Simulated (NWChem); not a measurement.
**Correlation energy of Ge (+1)**

```xyz
1

Ge     0.0000     0.0000     0.0000
```
Charge +1, spin multiplicity 2.

Everything below was run with NWChem.

Basis set: 6-311G**. Each correlation energy counts from its own Hartree-Fock reference.

The Hamiltonian is non-relativistic. The correlated methods keep 9 core orbitals frozen. The Pople sets run with spherical d functions. The stability of the SCF solutions was not checked. Open-shell Hartree-Fock references start from PBE0 orbitals. Coupled-cluster values serve here as a point of comparison, not as the truth.

### Question
For the correlation energy, CCSD(T) on UHF gives -188.8 mHa and CCSD on UHF gives -184.3 mHa. What do CCSD(T) on ROHF, SCS-UMP2, CCSD[T] on UHF give?

### Answer
CCSD(T) on ROHF: -192.6 mHa; SCS-UMP2: -167.1 mHa; CCSD[T] on UHF: -189.5 mHa.
